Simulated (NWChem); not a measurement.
System: SiCl cation, singlet

The following NWChem deck was run.

```
start job
memory heap 200 mb stack 900 mb global 1100 mb
charge 1
geometry units angstroms
  Si     0.000000     0.000000    -1.082329
  Cl     0.000000     0.000000     0.896538
end
basis spherical
  * library 6-311g**
end
dft
  xc b3lyp
  iterations 150
end
driver
  maxiter 120
end
task dft optimize
task dft freq
```

Low-valent species are run as closed-shell singlets; no triplet was tried in these runs.

The level has its own optimisation; frequencies are unscaled.

### Question
What results follow from this input? (B3LYP/6-311G** (spherical d).) Quantities: basis functions; r Cl–Si (Å); highest harmonic frequency (cm⁻¹); zero-point energy (kcal/mol).

### Answer
- number of basis functions: 52
- r Cl–Si (Å): 1.972
- highest harmonic frequency (cm⁻¹): 644
- zero-point energy (kcal/mol): 0.9
